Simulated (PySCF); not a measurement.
# Radial density of Ne (neon, neutral)

TPSS, [Ne], closed-shell 1S. All numbers are calculated (PySCF 2.14, the non-relativistic Hamiltonian (point nucleus), in pcseg-2).

```tsv
r (bohr)	4πr²ρ (e/bohr)
0.00307	0.06934
0.00517	0.1889
0.00869	0.4963
0.0146	1.249
0.0246	2.892
0.0414	5.866
0.0696	9.501
0.117	10.75
0.197	7.414
0.331	5.307
0.557	7.650
0.937	6.256
1.58	1.963
2.65	0.2080
4.46	0.002935
```
